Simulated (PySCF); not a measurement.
Ta(O)(OH)2(NH2) (H4NO3Ta), SMILES [NH2][Ta](=[O])([OH])[OH], multiplicity 1.

Geometry: B3LYP-D3(BJ)/def2-SVP. The spin state was assumed, not searched. The def2 effective core potentials stand for the cores of Ta; spin–orbit coupling is left out. Other conformers were not sampled.

Level of theory: r2SCAN/def2-TZVP in PySCF.

Symmetry labels are those of the subgroup Cs that the program uses (full group Cs).

Computed valence orbital energies around the gap with their symmetry:
```json
[
 {"orbital": "HOMO−7", "symmetry": "A'", "energy (eV)": "-9.34"},
 {"orbital": "HOMO−6", "symmetry": "A\"", "energy (eV)": "-8.99"},
 {"orbital": "HOMO−5", "symmetry": "A'", "energy (eV)": "-8.59"},
 {"orbital": "HOMO−4", "symmetry": "A\"", "energy (eV)": "-8.02"},
 {"orbital": "HOMO−3", "symmetry": "A'", "energy (eV)": "-7.91"},
 {"orbital": "HOMO−2", "symmetry": "A'", "energy (eV)": "-7.84"},
 {"orbital": "HOMO−1", "symmetry": "A\"", "energy (eV)": "-7.80"},
 {"orbital": "HOMO", "symmetry": "A\"", "energy (eV)": "-6.68"},
 {"orbital": "LUMO", "symmetry": "A'", "energy (eV)": "-0.94"},
 {"orbital": "LUMO+1", "symmetry": "A\"", "energy (eV)": "-0.55"},
 {"orbital": "LUMO+2", "symmetry": "A'", "energy (eV)": "-0.28"},
 {"orbital": "LUMO+3", "symmetry": "A'", "energy (eV)": "0.25"}
]
```
